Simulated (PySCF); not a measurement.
How the method changes the constants of GeCl⁺

State: ¹Σ⁺ (singlet), closed shell. Set-up: PySCF, scalar-relativistic core potentials, basis sets Ge cc-pVDZ-PP with ECP10, Cl cc-pV(D+d)Z. De refers to Ge⁺ + Cl in their high-spin ground configurations, without counterpoise correction. A positive dipole points towards Cl; it is taken about the centre of mass and depends on that origin.

```tsv
Level	Re (Å)	ωe (cm⁻¹)	De (eV)	μ (D)
RHF	2.068	514	2.90	-2.77
RHF-MP2	2.072	514	4.29	n/a
RHF-SCS-MP2	2.075	510	4.13	n/a
RHF-CCSD	2.075	508	4.01	n/a
RHF-CCSD(T)	2.082	499	4.17	n/a
PBE	2.102	475	4.82	-2.17
revPBE	2.110	469	4.58	-2.24
BP86	2.104	473	4.78	-2.19
r²SCAN	2.080	494	4.68	-2.14
M06-L	2.087	490	4.85	-2.57
PBE0	2.078	499	4.52	-2.33
```

**Question.** Which functional lies closest to RHF-CCSD(T) in De, which farthest, and by how much do they differ from it?

**Answer.** Closest is PBE0 (-0.4 pm in Re, +0.0 % in ωe, +0.35 eV in De against RHF-CCSD(T) in the same basis), farthest M06-L (+0.5 pm in Re, -1.8 % in ωe, +0.68 eV in De). CCSD(T) converges more slowly with the basis than the functionals do and binds too weakly in this one, so the order can change at the basis-set limit.

**Question.** What does the step from GGA to meta-GGA do here, going from PBE to r²SCAN?

**Answer.** r²SCAN less PBE: -2.2 pm in Re, +4.0 % in ωe, -0.14 eV in De. 

**Question.** What does second-order correlation do here, going from RHF to RHF-MP2?

**Answer.** RHF-MP2 less RHF: +0.4 pm in Re, +0.0 % in ωe, +1.39 eV in De. Correlation nearly always deepens the well. The bond lengthens, as in strong covalent bonds, where excitations into antibonding orbitals dominate.

Correlated steps freeze 9 core orbitals. Correlated levels converge slowly with the basis: in double zeta they bind strong bonds too weakly, by up to about 1 eV, and carry superposition errors of some tenths. For an ion De counts to the pair picked by the measured ionisation energies or electron affinities, which need not be the lowest pair at this level. Where the molecule has an RHF reference, its open-shell atoms are computed with UHF.
